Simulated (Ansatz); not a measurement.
SbH₃⁺. Total charge 1; doublet. Geometry PBE-D4/def2-TZVP, that of the neutral singlet; atoms count from 1.

```xyz
4

Sb   -0.0521    0.4824    0.5573
H    -0.2630   -1.2224    0.7069
H     1.3556    0.2413   -0.4088
H    -1.0405    0.4986   -0.8554
```

In the def2 sets Sb takes a core potential; there is no spin–orbit coupling.

(1) Estimate the Mulliken populations from the PBE0/def2-TZVP orbitals of Ansatz.

(2) Where does the spin sit?

## Answers

(1) 
```
atom  charge (e)  spin (α − β)
 Sb1        0.50          0.75
  H2        0.17          0.08
  H3        0.17          0.08
  H4        0.17          0.08
```
Mulliken values depend strongly on the basis.

(2) Summed by element: Sb 0.75, H 0.25, of 1 unpaired in all. Largest on single atoms: Sb1 0.75, H3 0.08, H4 0.08.
